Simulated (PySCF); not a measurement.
Can point charges reproduce the dipole moment of `C[C@@]12C[C@@H]1CC[C@H]2Cl`?

Coordinates (GFN2-xTB, Å) and charges (e) from the PBE0/pcSseg-1 density (PySCF):

```
atom       x       y       z  Mulliken      IAO  Hirshfeld  ESP-fitted
  C1   2.079  -0.469  -0.433   -0.0835  -0.4199    -0.1247     -0.6518
  C2   0.690  -0.163   0.063   -0.4680  +0.0148    -0.0001     +0.4469
  C3   0.514   0.714   1.275   -0.0572  -0.3048    -0.0936     -0.5668
  C4   0.036   1.185  -0.067   -0.2090  -0.1364    -0.0431     +0.0541
  C5  -1.434   0.985  -0.362   -0.0880  -0.2621    -0.0701     -0.2884
  C6  -1.718  -0.463   0.061   -0.2130  -0.2689    -0.0748     -0.0331
  C7  -0.393  -1.207  -0.119   -0.1279  -0.0856    +0.0144     -0.4212
 Cl8  -0.314  -1.886  -1.781   -0.1301  -0.1394    -0.0604     -0.1172
  H9   2.068  -0.691  -1.498   +0.1316  +0.1524    +0.0283     +0.1631
 H10   2.488  -1.330   0.094   +0.1143  +0.1421    +0.0397     +0.1765
 H11   2.732   0.384  -0.265   +0.1011  +0.1407    +0.0441     +0.1786
 H12   1.409   1.170   1.673   +0.1239  +0.1520    +0.0490     +0.1783
 H13  -0.206   0.451   2.033   +0.1159  +0.1394    +0.0426     +0.2018
 H14   0.537   2.013  -0.546   +0.1055  +0.1453    +0.0478     +0.0703
 H15  -2.069   1.692   0.173   +0.1232  +0.1381    +0.0395     +0.1052
 H16  -1.609   1.109  -1.432   +0.1304  +0.1433    +0.0380     +0.1082
 H17  -2.016  -0.508   1.109   +0.1303  +0.1388    +0.0427     +0.0821
 H18  -2.513  -0.914  -0.530   +0.1421  +0.1560    +0.0393     +0.0946
 H19  -0.289  -2.066   0.546   +0.1583  +0.1542    +0.0418     +0.2186
```

Problem. Compute μ = Σ q r for each scheme (1 e·Å = 4.803 D) and compare with the dipole of the full density.

Solution. The full density gives (-0.03, 1.13, 1.67) D, 2.01 D in size; dipole vectors point from the negative to the positive end.

```csv
scheme,μx,μy,μz,size (D),share of the full size (%),angle to the full dipole (°)
Mulliken,-0.19,1.32,1.81,2.24,111,5
IAO,-0.12,0.97,1.54,1.82,91,4
Hirshfeld,-0.21,0.41,0.76,0.89,44,14
ESP-fitted,-0.05,1.12,1.75,2.08,103,2
```

Problem. Which set comes closest?

Solution. Length of the difference vector: ESP-fitted 0.09 D, IAO 0.22 D, Mulliken 0.29 D, Hirshfeld 1.17 D. Closest: ESP-fitted. The schemes that divide the density aren't constrained to reproduce the dipole.

Problem. What is left for the Hirshfeld atoms' own dipoles?

Solution. The Hirshfeld atoms' densities add up to the full density, so μ = Σ q r + Σ (atomic dipoles). The atomic dipoles sum to (-0.03, 1.13, 1.67) − (-0.21, 0.41, 0.76) = (0.18, 0.72, 0.91) D, 1.17 D in size.

Problem. With the origin at the mean of the coordinates, (-0.001, 0.000, 0.000) Å, which are the largest single terms, by size, of the Mulliken dipole along the direction of the full one?

Solution. Cl8 +1.58, H12 +1.20, H13 +1.08, H9 -1.05, H15 +0.66 D; all 19 atoms together +2.24 D. The single terms depend on the origin, their sum doesn't.

Problem. Give the size of the full dipole in other units.

Solution. 2.01 D = 0.792 au = 0.419 e·Å = 6.71 × 10⁻³⁰ C·m.

Geometry: GFN2-xTB, one conformer, isolated molecule.
